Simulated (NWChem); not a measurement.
Everything below was run with NWChem. System: C$_{3}$H$_{7}$O$_{2}$, charge 0, spin multiplicity 2, at a geometry optimised with UB3LYP/def2-SVP. The structure started from a generated list of species. Its SCF solution wasn't tested for a lower state. Level: UHF/def2-TZVP.

The NWChem input:

```
start mol
memory heap 200 mb stack 900 mb global 1100 mb
geometry units angstroms nocenter noautoz noautosym
  C      2.016337     0.385361     0.015582
  O      1.135008    -0.624254    -0.405155
  C     -0.177049    -0.200220    -0.669743
  C     -1.026192    -0.055185     0.612904
  O     -2.301351     0.333698     0.392015
  H      2.095097     1.200356    -0.731654
  H      1.722339     0.840338     0.983136
  H      3.008599    -0.071230     0.143073
  H     -0.640820    -0.972498    -1.303935
  H     -0.202673     0.755868    -1.229687
  H     -0.942460    -0.968702     1.247025
  H     -0.587915     0.760573     1.244711
end
basis spherical
  * library def2-tzvp
end
scf
  uhf
  nopen 1
  maxiter 100
  thresh 1e-7
  semidirect memsize 60000000 filesize 0
  # guess.movecs holds the orbitals of an unrestricted PBE0 run
  vectors input guess.movecs output mol.movecs
end
task scf energy
```

Part of the output:

```
             Northwest Computational Chemistry Package (NWChem) 7.3.0
             --------------------------------------------------------

                                NWChem Input Module
                                -------------------

 Scaling coordinates for geometry "geometry" by  1.889725989
 (inverse scale =  0.529177249)

                             Geometry "geometry" -> ""
                             -------------------------

 Output coordinates in angstroms (scale by  1.889725989 to convert to a.u.)

  No.       Tag          Charge          X              Y              Z
 ---- ---------------- ---------- -------------- -------------- --------------
    1 C                    6.0000     2.01633700     0.38536100     0.01558200
    2 O                    8.0000     1.13500800    -0.62425400    -0.40515500
    3 C                    6.0000    -0.17704900    -0.20022000    -0.66974300
    4 C                    6.0000    -1.02619200    -0.05518500     0.61290400
    5 O                    8.0000    -2.30135100     0.33369800     0.39201500
    6 H                    1.0000     2.09509700     1.20035600    -0.73165400
    7 H                    1.0000     1.72233900     0.84033800     0.98313600
    8 H                    1.0000     3.00859900    -0.07123000     0.14307300
    9 H                    1.0000    -0.64082000    -0.97249800    -1.30393500
   10 H                    1.0000    -0.20267300     0.75586800    -1.22968700
   11 H                    1.0000    -0.94246000    -0.96870200     1.24702500
   12 H                    1.0000    -0.58791500     0.76057300     1.24471100

 Effective nuclear repulsion energy (a.u.)     181.0735566208

            Nuclear Dipole moment (a.u.)
            ----------------------------
        X                 Y               Z
 ---------------- ---------------- ----------------
    -0.0000018897    -0.0000132281     0.0000132281


 Summary of "ao basis" -> "" (spherical)
 ------------------------------------------------------------------------------
       Tag                 Description            Shells   Functions and Types
 ---------------- ------------------------------  ------  ---------------------
 *                         def2-tzvp                  on all atoms

 Summary of "ao basis" -> "ao basis" (spherical)
 ------------------------------------------------------------------------------
       Tag                 Description            Shells   Functions and Types
 ---------------- ------------------------------  ------  ---------------------
 C                         def2-tzvp                11       31   5s3p2d1f
 O                         def2-tzvp                11       31   5s3p2d1f
 H                         def2-tzvp                 4        6   3s1p

                                 NWChem SCF Module
                                 -----------------

  ao basis        = "ao basis"
  functions       =   197
  atoms           =    12
  alpha electrons =    21
  beta  electrons =    20
  charge          =   0.00
  wavefunction    = UHF
  use symmetry    = F
  symmetry adapt  = F

 Summary of "ao basis" -> "ao basis" (spherical)
 ------------------------------------------------------------------------------
       Tag                 Description            Shells   Functions and Types
 ---------------- ------------------------------  ------  ---------------------
 C                         def2-tzvp                11       31   5s3p2d1f
 O                         def2-tzvp                11       31   5s3p2d1f
[...]
              MO Center=  7.8D-01,  8.2D-01,  4.0D-01, r^2= 7.9D+00
   Bfn.  Coefficient  Atom+Function         Bfn.  Coefficient  Atom+Function
  ----- ------------  ---------------      ----- ------------  ---------------
     5      3.614427   1 C  s                98      2.151527   4 C  s
   164     -1.630832   7 H  s               158     -1.596212   6 H  s
   188     -1.330439  11 H  s               182     -1.221214  10 H  s
   194     -1.188186  12 H  s               170     -1.122099   8 H  s
    67      0.640690   3 C  s                76     -0.603944   3 C  pz

 Vector   23  Occ=0.000000D+00  E= 1.718247D-01
              MO Center=  1.7D-02,  2.1D-01,  3.6D-01, r^2= 9.1D+00
   Bfn.  Coefficient  Atom+Function         Bfn.  Coefficient  Atom+Function
  ----- ------------  ---------------      ----- ------------  ---------------
    98      5.818694   4 C  s                67     -4.238744   3 C  s
   188     -2.065923  11 H  s               194     -1.968612  12 H  s
     5     -1.743712   1 C  s               105      1.542327   4 C  px
   158      1.359286   6 H  s               182      1.239564  10 H  s
    76     -1.040876   3 C  pz              170      0.916922   8 H  s

 center of mass
 --------------
 x =  -0.11108496 y =  -0.03855653 z =  -0.00880916

 moments of inertia (a.u.)
 ------------------
         137.075430099764          30.556856174831          99.227938677024
          30.556856174831         742.672230771772         -26.501319516562
          99.227938677024         -26.501319516562         716.365693185699

  Mulliken analysis of the total density
  --------------------------------------

    Atom       Charge   Shell Charges
 -----------   ------   -------------------------------------------------------
    1 C    6     6.12   0.85  1.12  0.48  0.65  0.09  1.20  1.28  0.30  0.03  0.09  0.01
    2 O    8     8.40   0.79  1.18  0.55  0.96  0.29  1.85  2.07  0.65  0.00  0.04  0.00
    3 C    6     5.91   0.85  1.12  0.48  0.65 -0.01  1.20  1.25  0.21  0.03  0.11  0.01
    4 C    6     6.01   0.85  1.12  0.48  0.62  0.10  1.21  1.25  0.22  0.03  0.11  0.01
    5 O    8     8.26   0.79  1.18  0.60  0.99  0.34  1.78  1.88  0.67  0.00  0.02  0.00
    6 H    1     0.90   0.27  0.50  0.12  0.02
    7 H    1     0.91   0.27  0.50  0.12  0.02
    8 H    1     0.88   0.27  0.50  0.09  0.02
    9 H    1     0.90   0.27  0.51  0.10  0.02
   10 H    1     0.92   0.27  0.50  0.13  0.02
   11 H    1     0.89   0.26  0.49  0.12  0.02
   12 H    1     0.89   0.26  0.50  0.11  0.02

  Mulliken analysis of the alpha density
  --------------------------------------

    Atom       Charge   Shell Charges
 -----------   ------   -------------------------------------------------------
    1 C    6     3.06   0.43  0.56  0.24  0.33  0.05  0.60  0.64  0.15  0.02  0.05  0.00
    2 O    8     4.20   0.40  0.59  0.28  0.48  0.15  0.93  1.04  0.33  0.00  0.02  0.00
    3 C    6     2.97   0.43  0.56  0.24  0.33 -0.00  0.60  0.63  0.11  0.02  0.06  0.01
    4 C    6     2.93   0.43  0.56  0.24  0.31  0.04  0.59  0.59  0.09  0.02  0.06  0.01
    5 O    8     4.62   0.40  0.59  0.31  0.51  0.16  1.11  1.15  0.38  0.00  0.01  0.00
    6 H    1     0.45   0.13  0.25  0.06  0.01
    7 H    1     0.46   0.13  0.25  0.06  0.01
    8 H    1     0.44   0.13  0.25  0.05  0.01
    9 H    1     0.45   0.13  0.25  0.05  0.01
   10 H    1     0.46   0.13  0.25  0.07  0.01
   11 H    1     0.47   0.14  0.26  0.06  0.01
   12 H    1     0.50   0.14  0.28  0.06  0.01

   Mulliken analysis of the beta density
   -------------------------------------

    Atom       Charge   Shell Charges
 -----------   ------   -------------------------------------------------------
    1 C    6     3.06   0.43  0.56  0.24  0.33  0.05  0.60  0.64  0.15  0.02  0.05  0.00
    2 O    8     4.20   0.40  0.59  0.28  0.48  0.15  0.93  1.04  0.33  0.00  0.02  0.00
    3 C    6     2.95   0.43  0.56  0.24  0.33 -0.01  0.60  0.62  0.10  0.02  0.06  0.01
    4 C    6     3.08   0.43  0.56  0.25  0.32  0.05  0.63  0.65  0.13  0.02  0.05  0.00
    5 O    8     3.64   0.40  0.59  0.29  0.48  0.18  0.67  0.73  0.29  0.00  0.01  0.00
    6 H    1     0.45   0.13  0.25  0.06  0.01
    7 H    1     0.46   0.13  0.25  0.06  0.01
    8 H    1     0.44   0.13  0.25  0.05  0.01
    9 H    1     0.45   0.13  0.25  0.05  0.01
   10 H    1     0.46   0.13  0.25  0.07  0.01
   11 H    1     0.43   0.13  0.24  0.05  0.01
   12 H    1     0.39   0.12  0.22  0.05  0.01

   Mulliken analysis of the spin density
   -------------------------------------

    Atom       Charge   Shell Charges
 -----------   ------   -------------------------------------------------------
    1 C    6    -0.00   0.00 -0.00  0.00  0.00 -0.00  0.00  0.00 -0.00  0.00  0.00  0.00
    2 O    8    -0.00  -0.00  0.00 -0.00 -0.00 -0.00 -0.00 -0.00 -0.00 -0.00  0.00 -0.00
    3 C    6     0.02   0.00 -0.00  0.00  0.00  0.00  0.00  0.00  0.01 -0.00 -0.00 -0.00
    4 C    6    -0.15  -0.00  0.00 -0.01 -0.01 -0.01 -0.04 -0.06 -0.03  0.00  0.01  0.00
    5 O    8     0.99   0.00 -0.00  0.02  0.03 -0.02  0.45  0.43  0.09 -0.00 -0.00 -0.00
    6 H    1     0.00   0.00  0.00  0.00 -0.00
    7 H    1    -0.00   0.00 -0.00 -0.00  0.00
    8 H    1     0.00   0.00  0.00  0.00 -0.00
    9 H    1     0.00  -0.00 -0.00  0.00 -0.00
   10 H    1    -0.00  -0.00 -0.00 -0.00  0.00
   11 H    1     0.04   0.01  0.02  0.01 -0.00
   12 H    1     0.10   0.02  0.06  0.02 -0.00

       Multipole analysis of the density wrt the origin
       ------------------------------------------------

     L   x y z        total         alpha         beta         nuclear
     -   - - -        -----         -----         ----         -------
     0   0 0 0      0.000000    -21.000000    -20.000000     41.000000

     1   1 0 0      0.574531      2.329546     -1.755012     -0.000002
     1   0 1 0      0.338781     -0.147329      0.486123     -0.000013
     1   0 0 1      0.171778     -0.350427      0.522191      0.000013

     2   2 0 0    -26.381422   -203.706545   -185.741475    363.066598
     2   1 1 0      2.786684      5.983706      3.636624     -6.833645
     2   1 0 1      1.132665     27.072096     24.060115    -49.999546
     2   0 2 0    -23.231156    -30.817675    -29.353422     36.939940
     2   0 1 1     -0.169339     -7.161655     -6.301186     13.293503
     2   0 0 2    -22.642563    -39.379834    -38.001456     54.738726

 Task  times  cpu:      422.6s     wall:      422.6s

 Total times  cpu:      422.6s     wall:      422.6s
```
